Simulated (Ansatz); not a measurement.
`C#CCCCCCCCCCC` was relaxed with r2SCAN-D4 (def2-SVP) in Ansatz in these states: charge +1 doublet, charge -1 doublet, neutral singlet. The geometries follow in no particular order.

A:

```xyz
34

C     3.1398    4.3964   -0.0517
C     2.8118    3.8823    1.0860
C     1.7891    2.9436    1.6347
C     2.4041    1.6748    2.2461
C     1.4283    0.7488    2.9793
C     0.2408    0.2478    2.1503
C     0.6334   -0.4872    0.8722
C    -0.5658   -1.0023    0.0812
C    -0.1751   -1.7170   -1.2112
C    -1.3422   -2.3369   -1.9818
C    -2.3719   -1.3320   -2.4975
C    -3.4738   -1.9811   -3.3278
H     2.6176    4.2484   -1.0422
H     1.0492    2.6314    0.8395
H     1.1753    3.4288    2.4283
H     3.1980    1.9954    2.9469
H     2.9324    1.1226    1.4458
H     1.0300    1.2783    3.8668
H     1.9797   -0.1296    3.3734
H    -0.3983    1.1077    1.8759
H    -0.3863   -0.4223    2.7735
H     1.3079   -1.3319    1.1177
H     1.2166    0.1981    0.2298
H    -1.1660   -1.6886    0.7125
H    -1.2250   -0.1438   -0.1471
H     0.3619   -1.0057   -1.8672
H     0.5559   -2.5114   -0.9706
H    -1.8546   -3.0785   -1.3371
H    -0.9468   -2.9100   -2.8423
H    -2.8232   -0.7921   -1.6467
H    -1.8539   -0.5616   -3.0988
H    -3.0584   -2.4964   -4.2108
H    -4.0238   -2.7351   -2.7389
H    -4.2066   -1.2410   -3.6880
```

B:

```xyz
34

C     0.670   -5.501    1.461
C     0.674   -4.660    0.560
C     0.728   -3.669   -0.471
C     2.113   -2.929   -0.470
C     2.172   -1.884   -1.581
C     1.134   -0.764   -1.551
C     1.099    0.039   -0.248
C     0.113    1.195   -0.331
C    -0.047    1.961    0.994
C    -0.992    3.138    0.895
C    -2.480    2.792    0.782
C    -3.409    3.976    0.644
H     0.652   -6.245    2.242
H    -0.063   -2.915   -0.295
H     0.554   -4.130   -1.458
H     2.898   -3.687   -0.618
H     2.284   -2.476    0.520
H     2.123   -2.396   -2.557
H     3.177   -1.421   -1.502
H     0.131   -1.180   -1.782
H     1.339   -0.071   -2.386
H     2.111    0.422   -0.025
H     0.824   -0.616    0.601
H     0.418    1.888   -1.136
H    -0.894    0.825   -0.621
H    -0.370    1.278    1.801
H     0.964    2.314    1.282
H    -0.690    3.817    0.077
H    -0.895    3.736    1.832
H    -2.566    2.152   -0.132
H    -2.790    2.137    1.616
H    -3.414    4.589    1.564
H    -3.118    4.631   -0.192
H    -4.450    3.653    0.487
```

C:

```xyz
34

C     0.204   -4.084   -4.204
C     0.720   -3.530   -3.253
C     1.323   -2.886   -2.094
C     0.820   -3.452   -0.755
C     1.540   -2.862    0.459
C     1.449   -1.341    0.608
C     0.025   -0.797    0.705
C    -0.030    0.704    0.977
C    -1.455    1.248    1.077
C    -1.549    2.731    1.440
C    -0.969    3.684    0.395
C    -1.160    5.152    0.760
H    -0.246   -4.569   -5.050
H     1.123   -1.800   -2.146
H     2.423   -2.992   -2.149
H     0.955   -4.546   -0.763
H    -0.269   -3.283   -0.683
H     2.606   -3.155    0.421
H     1.129   -3.337    1.369
H     1.974   -0.843   -0.229
H     2.007   -1.045    1.516
H    -0.518   -1.337    1.505
H    -0.527   -1.012   -0.229
H     0.511    0.926    1.917
H     0.523    1.233    0.179
H    -1.980    1.071    0.119
H    -2.005    0.658    1.833
H    -1.042    2.903    2.409
H    -2.610    2.993    1.607
H     0.108    3.480    0.257
H    -1.443    3.478   -0.583
H    -2.229    5.401    0.866
H    -0.672    5.390    1.721
H    -0.735    5.822   -0.003
```

Task: Judge from the bond lengths which geometry belongs to which state (an estimate).

Result: A is the charge -1 doublet (C1–C2 1.291 Å, C2–C3 1.493 Å, C1–H13 1.129 Å); B is the charge +1 doublet (C1–C2 1.232 Å, C2–C3 1.431 Å, C1–H13 1.079 Å); C is the neutral singlet (C1–C2 1.215 Å, C2–C3 1.457 Å, C1–H13 1.074 Å).

At r2SCAN-D4/def2-SVP the highest occupied level of the relaxed charge -1 doublet lies above zero (up to 2.94 eV). By energy differences, losing it releases 1.96 eV (each at its own geometry, to the charge 0 singlet, at PBE0-D4/def2-SVP). At r2SCAN-D4/def2-SVP the gap within one spin of the relaxed charge 1 doublet nearly closes, so an electron or hole may be smeared out by delocalisation error.
